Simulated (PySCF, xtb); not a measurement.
CHBr2F, SMILES BrC(Br)F.

Harmonic wavenumbers (cm⁻¹) from GFN2-xTB run with xtb at its own minimum, in rising order: 145, 261, 320, 566, 573, 1074, 1125, 1218, 2935.

Task: What does PBE0-D3(BJ)/def2-SVP (PySCF) give at its own minimum? (The exact figures need the calculation; the answer reports its results.)

Result: 172, 302, 367, 634, 715, 1174, 1186, 1325, 3172. Paired by order, the mean absolute difference is 92 cm⁻¹ and the zero-point energies are 11.7 and 12.9 kcal/mol.
